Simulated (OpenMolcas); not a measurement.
**Tl+: from RASSCF to RASPT2**

```json
{
  "Program": "OpenMolcas 26.06",
  "Basis": "ANO-RCC-VTZP [8s7p5d3f2g]",
  "Scalar Hamiltonian": "DKH2, point nucleus",
  "Active space": "2 electrons in 9 orbitals (RAS2 6s 6p; RAS3 6d, at most 2 electrons)",
  "State averaging": "2S+1 = 3 even, 3 roots; 2S+1 = 1 even, 7 roots; 2S+1 = 3 odd, 3 roots; 2S+1 = 1 odd, 3 roots",
  "Spin-orbit coupling": "RASSI with atomic mean-field integrals over the reference wave functions, term energies averaged over their components"
}
```

Methods on the same reference wave functions:
A. RASSCF
B. SS-RASPT2, IPEA 0.25 Eh, imaginary shift 0.1 Eh (closed shells correlated: 5d)
C. MS-RASPT2, IPEA 0.25 Eh, imaginary shift 0.1 Eh (closed shells correlated: 5d)
D. XMS-RASPT2, IPEA 0.25 Eh, imaginary shift 0.1 Eh (closed shells correlated: 5d)

Energies in cm-1 above 6s2 1S0, the measured ground level; measured values from NIST Handbook of Basic Atomic Spectroscopic Data.

```csv
Level,A,B,C,D,Measured
6s2 1S0,0.0,0.0,0.0,0.0,0.0
6s 6p 3P* 0,42886,50500,51120,51900,49451
6s 6p 3P* 1,45577,53030,53660,54430,52394
6s 6p 3P* 2,52518,60130,60760,61530,61728
6s 6p 1P* 1,72277,73730,74350,75090,75663
```

Deviations, from unrounded energies. A percentage is the sum of absolute deviations over the sum of measured energies, with the sign that they share, or ± where signs differ.

```
           Against measurement  Levels      A     B     C     D
mean absolute deviation (cm-1)       4   6500  1300  1300  1300
      other configurations (%)       4  -10.9  ±2.2  ±2.2  ±2.2
```

B, C, D lie about equally close to measurement and A furthest from it. The largest miss of C in the table is 6s 6p 3P* 0, by +1700 cm-1. The ranking rests on the paired levels alone, and a cruder setting can come out closer through cancelling errors.

Among B to D the level of the table that moves most is 6s 6p 3P* 0, by 1400 cm-1 (lowest in B, highest in D). Moves below CASPT2's spread within the term are not significant.

The two smallest mean deviations differ by little beside CASPT2's spread within terms, so their order carries little weight.

The lowest spin-free term lies below A's lowest term by 0.407 hartree in B, 0.410 hartree in C, 0.415 hartree in D.

Term energies are means over components that CASPT2 splits; among the terms shown or strongly mixed into the levels shown the widest spread is 200 cm-1 (6s 6p 1P*, D). Active for correlation alone: 6d; no level in the range computed is led by a configuration that fills it, so any true level of that kind is missing. Spin-orbit splittings of 6p shells tend to come out small when the coupling is added on scalar orbitals. Measured partners are found by configuration, term and J. A level has none where our copy of the source lacks it or the pairing is in doubt (some pairs that miss far off the trend of their configuration count as doubtful), and it then counts in no deviation. Only configurations of the active space appear. The table leaves out levels that lie high or whose names do not pair safely across all columns.

* marks odd parity.
